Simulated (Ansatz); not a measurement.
Species: C₄H₇O (charge 0, doublet). It need not be the lowest isomer of its formula. SMILES: CC[CH]C=O
Structure (B3LYP-D3(BJ)/def2-TZVP (Ansatz, an electronic-structure program) minimum search):
```
C
H 1 1.0898
H 1 1.0974 2 107.45
C 1 1.4808 2 109.14 3 117.69
H 4 1.0859 1 118.87 2 -178.07
C 4 1.4247 5 117.68 1 178.78
O 6 1.2329 4 123.81 5 -178.97
H 6 1.1045 7 119.97 4 -179.93
C 1 1.5379 2 110.57 3 -118.18
H 9 1.0906 1 110.75 2 -60.02
H 9 1.0907 10 108.18 1 -120.98
H 9 1.0917 10 108.09 11 -116.79
```
Charge 0, spin multiplicity 2.

Give the harmonic wavenumbers at B3LYP-D3(BJ)/def2-TZVP (Ansatz, finite differences of forces, unscaled).

34, 209, 229, 289, 403, 670, 695, 799, 881, 969, 997, 1050, 1085, 1191, 1274, 1325, 1398, 1411, 1451, 1476, 1498, 1504, 1573, 2937, 2994, 3036, 3088, 3106, 3109, 3153 cm⁻¹. Zero-point energy 62.7 kcal/mol.
